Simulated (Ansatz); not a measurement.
Geometry optimisation, Ansatz 0.2.0, RKS r2SCANh/def2-SVP.

The input (input.yaml):

```yaml
crystal:
  periodic: [false, false, false]
  atoms:
    - { symbol: "N", position_ang: [-0.10869, 1.83644, -0.26874] }
    - { symbol: In, position_ang: [-0.3335, -0.20542, -0.34531] }
    - { symbol: "N", position_ang: [0.71458, -1.46348, 0.89948] }
    - { symbol: Cl, position_ang: [-1.79808, -1.10962, -1.86679] }
    - { symbol: H, position_ang: [-0.14274, 2.2322, -1.20452] }
    - { symbol: H, position_ang: [0.79401, 2.08274, 0.12748] }
    - { symbol: H, position_ang: [1.6593, -1.11734, 1.04247] }
    - { symbol: H, position_ang: [0.79653, -2.38717, 0.48372] }
basis:
  gaussian: { orbitals: def2-SVP }
hamiltonian:
  xc: r2scanh
relax:
  f_tol: 0.015
  max_steps: 40
```

Command:

```bash
$ ansatz run input.yaml --threads 2 --pin off --max-ram 3072MiB --backend cpu --events-out ev --progress --plain --runs-dir out
```

**Question.** Where does it end, and by what steps?

**Answer.** The forces met the threshold. After 6 steps the energy has fallen by 0.100 eV; H5 moved furthest, 0.28 Å.

| step | energy less start (eV) | largest force component (eV/Å) | accepted |
| --- | --- | --- | --- |
| 0 | 0.0000 | 0.973 | yes |
| 1 | -0.0680 | 0.753 | yes |
| 2 | -0.0920 | 0.310 | yes |
| 3 | -0.0919 | 0.120 | no |
| 4 | -0.1001 | 0.020 | yes |
| 5 | -0.1000 | 0.019 | no |
| 6 | -0.1002 | 0.010 | yes |

```xyz
8
Properties=species:S:1:pos:R:3
N -0.070 1.849 -0.301
In -0.115 -0.173 -0.383
N 0.722 -1.527 0.868
Cl -1.741 -1.062 -1.842
H -0.408 2.306 -1.144
H 0.818 2.271 -0.042
H 1.660 -1.317 1.200
H 0.714 -2.479 0.512
```

Whether the end is a true minimum wasn't checked by a vibrational analysis.

Run time: 21 s on 2 threads of Intel(R) Xeon(R) Platinum 8488C (Sapphire Rapids), on a shared host, peak memory 0.24 GiB.
